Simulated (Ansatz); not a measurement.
Cost and result up the ladder for Sn₃H₂ (5 atoms). Total charge 0; singlet. Geometry: PBE-D4/def2-SVP.

```xyz
5

Sn   -0.170    0.979   -0.086
Sn    1.367   -0.022   -2.068
Sn    0.476   -1.965   -0.031
H    -1.155    1.748    1.139
H    -0.517   -0.740    1.047
```

Ansatz on 4 threads of Arm Neoverse N1 on a shared host. Times are rough, and most runs start from the orbitals of an earlier one. No level here is sound enough to serve as a yardstick. Binding counts from free atoms at the same level (Sn triplet, H doublet; other spins of the atoms weren't run), without zero-point energy or a counterpoise term.

In the def2 sets Sn takes a core potential; there is no spin–orbit coupling. HSE06 is defined as in plane-wave codes, on full-range PBE exchange. Correlated methods freeze 12 core orbitals; core or outer-core shells of Sn are correlated, in sets that lack core-valence functions. Another isomer (singlet) lies 0.28 eV lower at PBE0-D4/def2-TZVP; other spin states weren't run for this one.

Correlated methods converge slowly with the basis.

```csv
level,functions,wall time,binding energy per atom (eV),remarks
LDA (SPW92)/def2-TZVP,162,1.4 s,2.53,restricted SCF unstable in HF
PBE-D4/def2-TZVP (with forces),162,2.8 s,2.14,restricted SCF unstable in HF
HSE06-D4/def2-TZVP,162,4.2 s,2.05,restricted SCF unstable in HF
PBE0-D4/def2-TZVP,162,4.2 s,2.05,restricted SCF unstable in HF
r2SCAN-D4/def2-TZVP,162,5.5 s,2.08,restricted SCF unstable in HF
CCSD(T)/def2-TZVPP,178,2.4 min,2.02,restricted SCF unstable
```
